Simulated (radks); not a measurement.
Valence configurations of Sb II (all share [Kr]). All-electron calculation, Dirac Kohn-Sham, PBE, spin-unpolarised, spherical densities, finite nucleus; open shells fill j = l - 1/2 first; Fermi nuclear charge, rms radius 4.6802 fm. Program: a radial shooting solver on a logarithmic mesh with Libxc functionals. Energies are relative to 4d10 5s2 5p2; eigenvalues in eV.

4d10 5s2 5p2: E (eV) 0.000; e(4d3/2) -42.375; e(4d5/2) -41.130; e(5p1/2) -12.315; e(5s1/2) -20.403
4d9 5s2 5p3: E (eV) 31.969; e(4d3/2) -48.809; e(4d5/2) -47.504; e(5p1/2) -13.962; e(5p3/2) -13.103; e(5s1/2) -22.716
4d10 5p4: E (eV) 18.020; e(4d3/2) -45.318; e(4d5/2) -44.063; e(5p1/2) -13.721; e(5p3/2) -12.926
4d9.5 5s2 5p2.5: E (eV) 15.377; e(4d3/2) -45.599; e(4d5/2) -44.324; e(5p1/2) -13.151; e(5p3/2) -12.357; e(5s1/2) -21.577
4d10 5s1 5p3: E (eV) 8.916; e(4d3/2) -43.878; e(4d5/2) -42.628; e(5p1/2) -13.040; e(5p3/2) -12.277; e(5s1/2) -21.289
4d9.5 5s1 5p3.5: E (eV) 24.691; e(4d3/2) -47.047; e(4d5/2) -45.767; e(5p1/2) -13.842; e(5p3/2) -13.015; e(5s1/2) -22.420
4d8 5s1 5p5: E (eV) 79.257; e(4d3/2) -56.514; e(4d5/2) -55.143; e(5p1/2) -16.144; e(5p3/2) -15.126; e(5s1/2) -25.649
4d8.5 5s2 5p3.5: E (eV) 49.779; e(4d3/2) -52.008; e(4d5/2) -50.673; e(5p1/2) -14.754; e(5p3/2) -13.830; e(5s1/2) -23.824
4d8 5s2 5p4: E (eV) 68.813; e(4d3/2) -55.199; e(4d5/2) -53.832; e(5p1/2) -15.528; e(5p3/2) -14.540; e(5s1/2) -24.905

NIST lists [Kr] 4d10 5s2 5p2 as the ground configuration; this level of theory agrees among the configurations tried. The energies are those of spherical spin-averaged densities, not of single terms.
